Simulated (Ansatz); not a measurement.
C2HNO, SMILES `[C-]#[N+][C]O` (excited triplet) (charge 0, multiplicity 3). This triplet is an excited state, 1.18 eV above the relaxed singlet at the level B3LYP/cc-pVTZ // PBE0-D3(BJ)/def2-TZVP (Ansatz, a first-principles code).

Cartesian coordinates (Å):
```xyz
5

C      2.2234    -0.1722    -0.0268
N      1.0288    -0.1494     0.0110
C     -0.2465    -0.1669     0.2369
O     -1.2257    -0.1478    -0.6534
H     -1.7799     0.6362    -0.5408
```
Charge 0, spin multiplicity 3.

Frozen-core energies in 6-31g from Ansatz at a geometry from PBE0-D3(BJ)/def2-TZVP; the HF reference has <S^2> = 2.12 and the T1 diagnostic is 0.027.

| level | energy (Ha) |
|---|---|
| HF | -205.39386 |
| MP2 | -205.73435 |
| CCSD | -205.75991 |

Task: Estimate the energies of CCSD(T), CCSDT and CCSDT(Q), and give each level's difference from CCSDT(Q).

Result: 
```
level     energy (Ha)  difference from CCSDT(Q) (mHa)
--------  -----------  ------------------------------
MP2        -205.73435                           40.29
CCSD       -205.75991                           14.72
CCSD(T)    -205.77188                            2.76
CCSDT      -205.77328                            1.36
CCSDT(Q)   -205.77464                            0.00
```
